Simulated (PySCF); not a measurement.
C₂HF₃O₂, charge -1, doublet, at the geometry of the source list (a state made from the parent by changing its charge; the spin is typed, not shown lowest); DF-PBE/def2-SV(P) (PySCF).

The PySCF input:
```python
from pyscf import gto, scf, dft

mol = gto.M(
    atom='''
O     1.241000   -0.787300    0.342000
C     0.605400    0.297000   -0.049000
O     1.087200    1.344500   -0.345400
C    -0.930400    0.018900   -0.075100
F    -1.374400   -0.334200    1.135200
F    -1.611400    1.092800   -0.461800
F    -1.222700   -0.977000   -0.917300
H     2.205300   -0.654600    0.371500
''',
    basis='def2-sv(p)',
    charge=-1,
    spin=1,
    verbose=3,
)

mf = dft.UKS(mol)
mf.xc = 'pbe'
mf = mf.density_fit(auxbasis='def2-universal-jkfit')
mf.kernel()
mf.analyze()
```

It wrote (shortened):

```
SCF not converged.
SCF energy = -525.713481055615 after 50 cycles  <S^2> = 0.75223457  2S+1 = 2.0022333
**** MO energy ****
                             alpha | beta                alpha | beta
MO #1   energy= -24.0773123837746  | -24.0770315074948  occ= 1 | 1
MO #2   energy= -24.0687091593344  | -24.0673625645343  occ= 1 | 1
MO #3   energy= -24.0685933089647  | -24.0672519650172  occ= 1 | 1
MO #4   energy= -18.5466116169772  | -18.5441875138268  occ= 1 | 1
MO #5   energy= -18.4499711620389  | -18.4430259338481  occ= 1 | 1
MO #6   energy= -9.87981344024444  | -9.87873683841739  occ= 1 | 1
MO #7   energy= -9.70143564088117  | -9.69384165468505  occ= 1 | 1
MO #8   energy= -0.977524216081352 | -0.975432565749304 occ= 1 | 1
MO #9   energy= -0.888921171782243 | -0.88773208838651  occ= 1 | 1
MO #10  energy= -0.884231014339767 | -0.881318012252648 occ= 1 | 1
MO #11  energy= -0.753681240833826 | -0.746882152738788 occ= 1 | 1
MO #12  energy= -0.652189618406978 | -0.641903772206982 occ= 1 | 1
MO #13  energy= -0.425523983218902 | -0.41930529568479  occ= 1 | 1
MO #14  energy= -0.361348949562482 | -0.356014675395337 occ= 1 | 1
MO #15  energy= -0.31425258028889  | -0.312578710511155 occ= 1 | 1
MO #16  energy= -0.313854344093179 | -0.309175646217538 occ= 1 | 1
MO #17  energy= -0.277247077225139 | -0.273787592279031 occ= 1 | 1
MO #18  energy= -0.191042298310849 | -0.188785713779888 occ= 1 | 1
MO #19  energy= -0.189616089533065 | -0.187504721684827 occ= 1 | 1
MO #20  energy= -0.162574741063234 | -0.156602380486255 occ= 1 | 1
MO #21  energy= -0.161537617969762 | -0.155013805502905 occ= 1 | 1
MO #22  energy= -0.150424774772638 | -0.148402953488182 occ= 1 | 1
MO #23  energy= -0.138622844699276 | -0.1304204809285   occ= 1 | 1
MO #24  energy= -0.130338866540794 | -0.128370961014314 occ= 1 | 1
MO #25  energy= -0.128541520335688 | -0.111641909868935 occ= 1 | 1
MO #26  energy= -0.0763149006826747 | -0.0696904608771125 occ= 1 | 1
MO #27  energy= -0.023974760858279 | -0.00132221440509017 occ= 1 | 1
MO #28  energy= 0.030038344904181  | 0.0360914496367193 occ= 1 | 1
MO #29  energy= 0.212306521688663  | 0.215998451247941  occ= 1 | 0
MO #30  energy= 0.21634348167273   | 0.256769015939046  occ= 0 | 0
MO #31  energy= 0.351583374921645  | 0.355719358989251  occ= 0 | 0
MO #32  energy= 0.379686083873773  | 0.382210390232959  occ= 0 | 0
MO #33  energy= 0.405553863833076  | 0.425590519039992  occ= 0 | 0
MO #34  energy= 0.41592496676758   | 0.435090028786973  occ= 0 | 0
MO #35  energy= 0.495766408871284  | 0.505407552655198  occ= 0 | 0
MO #36  energy= 0.534974995435203  | 0.537977461847474  occ= 0 | 0
MO #37  energy= 0.595527281091856  | 0.602800959896357  occ= 0 | 0

To work with the spin densities directly, `use mulliken_meta_spin()` only printing them here.

 ** Mulliken spin pop alpha/beta on meta-lowdin orthogonal AOs **
 ** Mulliken Spin Density (per atom)  **
spin density of  0 O =      0.19934
spin density of  1 C =      0.05821
spin density of  2 O =      0.01365
spin density of  3 C =      0.01589
spin density of  4 F =     -0.00106
spin density of  5 F =      0.00127
spin density of  6 F =     -0.00065
spin density of  7 H =      0.71334
 ** Mulliken pop alpha/beta on meta-lowdin orthogonal AOs **
 ** Mulliken atomic charges   ( Nelec_alpha | Nelec_beta ) **
charge of  0O =     -0.61141  (     4.40538      4.20603 )
charge of  1C =      0.54288  (     2.75767      2.69945 )
charge of  2O =     -0.33945  (     4.17655      4.16290 )
charge of  3C =      0.66739  (     2.67425      2.65836 )
charge of  4F =     -0.26543  (     4.63219      4.63324 )
charge of  5F =     -0.26723  (     4.63425      4.63298 )
charge of  6F =     -0.26581  (     4.63258      4.63323 )
charge of  7H =     -0.46094  (     1.08714      0.37380 )

WARN: System has nonzero charge -1; the dipole moment is origin-dependent.
Location of origin: [0. 0. 0.]

Dipole moment(X, Y, Z, Debye): -9.02758,  2.66388, -1.49575
```

Convergence was not reached.
